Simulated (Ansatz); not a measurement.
Basis-set extrapolation for CH₅Cl₂NSi, SMILES `N[SiH2]C(Cl)Cl` (PBE0-D4/def2-TZVP geometry, frozen core, Ansatz 0.2.0). Multiplicity 1, RHF reference.

|  | def2-TZVPP | def2-QZVPP |
| --- | --- | --- |
| HF | -1303.262852 | -1303.302253 |
| MP2 correlation | -0.889113 | -0.964982 |
| CCSD(T) correlation | -0.987153 | not run |

Energies in hartree. Use E(X) = E(∞) + A·exp(−7.88·√X) for Hartree–Fock and E(X) = E(∞) + B·X^(−2.97) for correlation, with X = 3 and 4, and add CCSD(T) minus MP2 of the smaller set to the MP2 limit.

Question: What is the CCSD(T) energy at the basis-set limit?

Answer: HF limit: -1303.302253 + (-0.039401) × 0.13774 = -1303.30768. MP2 limit: -0.964982 + (-0.075869) × 0.74074 = -1.02118. Higher-order term: -0.987153 − (-0.889113) = -0.09804. Total: -1304.42690 hartree, 464.4 kJ/mol below CCSD(T)/def2-TZVPP.
